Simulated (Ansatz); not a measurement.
`C[SiH](N)O` → H• + `C[SiH]([NH])O`•  (homolysis of the H–N bond)

Isolated molecules relaxed with PBE0-D4/def2-TZVP in Ansatz; ΔE leaves out vibrations. CCSD(T)/CBS adds triple-zeta CCSD(T) − MP2 to the extrapolated MP2 energy (def2 sets, frozen cores). This one scheme is used for every species, atoms too. Functionals use def2-TZVPP. B3LYP here is the variant with VWN-RPA as its local correlation; programs differ in this. Open shells (•) are unrestricted, without spin–orbit coupling. Each species was taken in one conformer, which may not be the lowest.

```json
{"level": "B3LYP-D4", "ΔE (kJ/mol)": "483.1"}
{"level": "HF/def2-SVP", "ΔE (kJ/mol)": "369.3"}
{"level": "CCSD/def2-TZVPP", "ΔE (kJ/mol)": "484.0"}
{"level": "HF/def2-QZVPP", "ΔE (kJ/mol)": "366.6"}
```

(1) What does CCSD(T)/CBS give? (An estimate is asked.)

Largest T1 diagnostic among the species: 0.013.

## Answers

(1) Computed: +500.5 kJ/mol. The listed levels differ from it by -17.4, -131.2, -16.5, -133.9 kJ/mol.

Leaving LDA and LC-ωPBE aside and taking each functional with its dispersion term where it has one, the values, not all of them listed here, spread over 23.9 kJ/mol, from revPBE-D4 to ωB97M-V. LDA lies +63.3 kJ/mol from PBE without D4, its usual overbinding. In def2-TZVPP, CCSD(T) changes the Hartree–Fock value by +122.6 kJ/mol (the triples alone add +4.7 kJ/mol) and MP2 by +134.6 kJ/mol; breaking electron pairs costs correlation energy, which Hartree–Fock lacks. At CCSD(T), def2-SVP lies −26.0 kJ/mol from the extrapolated value and def2-TZVPP −11.8 kJ/mol: correlation converges slowly with the basis, and small sets miss more of it in the bonded molecule than in its fragments.
